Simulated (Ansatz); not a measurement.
Reaction (ligand exchange at the Si–C bond): `OC([SiH3])S` + H₂S → `[SiH3]S` + `OCS`

Isolated molecules relaxed with PBE0-D4/def2-TZVP in Ansatz; ΔE leaves out vibrations. CCSD(T)/CBS adds triple-zeta CCSD(T) − MP2 to the extrapolated MP2 energy (def2 sets, frozen cores). This one scheme is used for every species. DFT in def2-TZVPP. B3LYP here is the variant with VWN-RPA as its local correlation; programs differ in this. HSE06 is defined as in plane-wave codes. Each species was taken in one conformer, which may not be the lowest.

```csv
level,ΔE (kJ/mol),difference from CCSD(T)/CBS
LDA (SPW92),-64.7,7.3
PBE-D4,-70.0,2.0
revPBE-D4,-68.9,3.1
BLYP-D4,-67.0,5.0
r2SCAN-D4,-73.9,-1.9
B3LYP-D4,-71.1,0.9
r2SCANh-D4,-75.1,-3.1
r2SCAN0-D4,-76.7,-4.7
HSE06-D4,-74.6,-2.6
BHLYP-D4,-75.5,-3.5
CAM-B3LYP-D4,-71.0,1.0
ωB97X-V,-72.7,-0.7
ωB97M-V,-71.1,0.9
B2PLYP,-75.4,-3.4
PBE-QIDH,-77.3,-5.3
PBE,-73.7,-1.7
revPBE,-77.1,-5.1
BLYP,-74.4,-2.4
r2SCAN,-74.9,-2.9
PBE0,-77.7,-5.7
B3LYP,-76.9,-4.9
r2SCANh,-76.2,-4.2
r2SCAN0,-78.0,-6.0
HSE06,-77.7,-5.7
BHLYP,-80.3,-8.3
CAM-B3LYP,-74.4,-2.4
LC-ωPBE,-75.8,-3.8
RPA@PBE/def2-TZVPP,-67.7,4.3
HF/def2-SVP,-82.8,-10.8
MP2/def2-SVP,-68.1,3.9
CCSD/def2-SVP,-67.9,4.1
CCSD(T)/def2-SVP,-65.8,6.2
HF/def2-TZVPP,-87.3,-15.3
MP2/def2-TZVPP,-73.3,-1.3
SCS-MP2/def2-TZVPP,-74.0,-2.0
CCSD(T)/def2-TZVPP,-70.7,1.3
HF/def2-QZVPP,-87.2,-15.2
SCS-MP2/def2-QZVPP,-74.9,-2.9
MP2/CBS(def2),-74.5,-2.5
CCSD/CBS(def2),-74.2,-2.2
CCSD(T)/CBS,-72.0,0
```

What do rigid-rotor, harmonic-oscillator terms from PBE0-D4/def2-TZVP frequencies (298.15 K, 1 bar) make of the CCSD(T)/CBS value? (Estimate.)

Ansatz gave: ΔZPE = +11.5 kJ/mol, ΔH = -62.9 kJ/mol, ΔS = 15 J/(mol·K), ΔG = -67.2 kJ/mol.

Largest T1 diagnostic among the species: 0.012.

From r2SCAN to r2SCAN0 (25 % exact exchange), in def2-TZVPP and without D4, ΔE moves by −3.0 kJ/mol. Leaving LDA and LC-ωPBE aside and taking each functional with its dispersion term where it has one, the values spread over 10.3 kJ/mol, from PBE-QIDH to BLYP-D4. LDA lies +9.0 kJ/mol from PBE without D4.
